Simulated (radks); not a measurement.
Results of a calculation; reference values are marked as such.
Initial-state core-level shifts of the copper ion Cu2+ when its valence configuration changes from [Ar] 3d9. Level of theory: non-relativistic Kohn-Sham, LDA (Slater exchange, Perdew-Wang correlation), spin-polarised, spherical densities, point nucleus; open shells are filled with parallel spins first (a radial shooting solver on a logarithmic mesh with Libxc functionals). Shifts are changes of the shell-averaged eigenvalues in eV (positive: less bound); the change of the density at the nucleus, which sets a Mossbauer isomer shift, is in e/bohr^3, on a base of 1.657e+04.

valence               1s       2s       2p       3s  density at nucleus
3d8 4p1           -9.573  -10.415  -10.324   -9.166              +2.079
3d7 4s2          -17.584  -19.512  -19.334  -16.330             +28.123
3d8.5 4s0.5       -3.947   -4.373   -4.330   -3.782              +5.963
3d7.5 4s1.5      -12.743  -14.134  -14.002  -11.960             +20.003
3d6 4p3          -31.355  -34.517  -34.209  -28.806              +8.301
3d7.5 4s0.5 4p1  -14.010  -15.375  -15.236  -13.245              +9.086
3d7 4p2          -20.035  -21.937  -21.742  -18.805              +4.850
3d7 4s1 4p1      -18.714  -20.644  -20.456  -17.475             +16.985
3d7 4s0.5 4p1.5  -19.379  -21.295  -21.103  -18.144             +10.964
